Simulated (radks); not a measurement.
Results of a calculation; reference values are marked as such.
Hg I, configuration [Hg].

Code: a radial shooting solver on a logarithmic mesh with Libxc functionals. Model: Dirac Kohn-Sham, Slater X-alpha with alpha = 1.037, spin-unpolarised, spherical densities, finite nucleus; Fermi nuclear charge, rms radius 5.4648 fm.

Energy parts (eV):
total: -539766.78
kinetic: 622305.82
electron-nucleus: -1357737.59
Hartree: 210821.01
exchange: -15156.02

Orbitals (lengths in bohr, moments of r in powers of bohr; r(max) is where P^2 peaks; r(90%) holds 90 % of the orbital's charge):
| orbital | occ. | eigenvalue (eV) | r(90%) | <1/r> | r(max) | small-component weight |
|---|---|---|---|---|---|---|
| 1s1/2 | 2 | -83399.90 | 0.0303 | 97.63 | 0.01021 | 9.27e-02 |
| 2s1/2 | 2 | -14841.70 | 0.108 | 24.10 | 0.05921 | 2.14e-02 |
| 2p1/2 | 2 | -14271.82 | 0.0946 | 24.09 | 0.04344 | 2.15e-02 |
| 2p3/2 | 4 | -12300.71 | 0.106 | 19.48 | 0.05093 | 1.90e-02 |
| 3s1/2 | 2 | -3543.072 | 0.264 | 8.863 | 0.1663 | 7.18e-03 |
| 3p1/2 | 2 | -3280.522 | 0.255 | 8.787 | 0.1549 | 7.14e-03 |
| 3p3/2 | 4 | -2841.873 | 0.277 | 7.582 | 0.1701 | 6.43e-03 |
| 3d3/2 | 4 | -2400.042 | 0.250 | 7.487 | 0.1321 | 6.33e-03 |
| 3d5/2 | 6 | -2305.398 | 0.257 | 7.214 | 0.1363 | 6.13e-03 |
| 4s1/2 | 2 | -789.9276 | 0.569 | 3.764 | 0.3741 | 2.46e-03 |
| 4p1/2 | 2 | -675.6542 | 0.577 | 3.660 | 0.3715 | 2.37e-03 |
| 4p3/2 | 4 | -568.9848 | 0.625 | 3.243 | 0.4023 | 2.10e-03 |
| 4d3/2 | 4 | -379.9071 | 0.651 | 3.048 | 0.3937 | 1.90e-03 |
| 4d5/2 | 6 | -359.7920 | 0.667 | 2.952 | 0.4032 | 1.83e-03 |
| 4f5/2 | 6 | -114.5179 | 0.744 | 2.607 | 0.3586 | 1.47e-03 |
| 4f7/2 | 8 | -110.0516 | 0.755 | 2.570 | 0.3631 | 1.44e-03 |
| 5s1/2 | 2 | -126.2020 | 1.27 | 1.549 | 0.8189 | 6.45e-04 |
| 5p1/2 | 2 | -87.7390 | 1.38 | 1.426 | 0.8603 | 5.60e-04 |
| 5p3/2 | 4 | -68.5212 | 1.52 | 1.270 | 0.9380 | 4.72e-04 |
| 5d3/2 | 4 | -16.0149 | 2.12 | 0.9579 | 1.110 | 2.78e-04 |
| 5d5/2 | 6 | -13.9349 | 2.22 | 0.9181 | 1.145 | 2.58e-04 |
| 6s1/2 | 2 | -9.1101 | 3.70 | 0.5120 | 2.106 | 8.22e-05 |

The highest occupied level is 6s1/2 at -9.110 eV. For comparison, the ionisation energy in NIST's Atomic Spectra Database is 10.438 eV (measured). In exact Kohn-Sham theory the highest level is minus the ionisation energy, but local and semilocal functionals leave it too shallow, through self-interaction and a potential that decays too fast; potentials with the right tail come closer. The density falls to 0.001 e/bohr^3 at r = 4.08 bohr. Summed over all electrons, <r^2> = 54.83 bohr^2, which gives a Langevin (diamagnetic) susceptibility term of -43.4 x 10^-6 cm^3/mol.
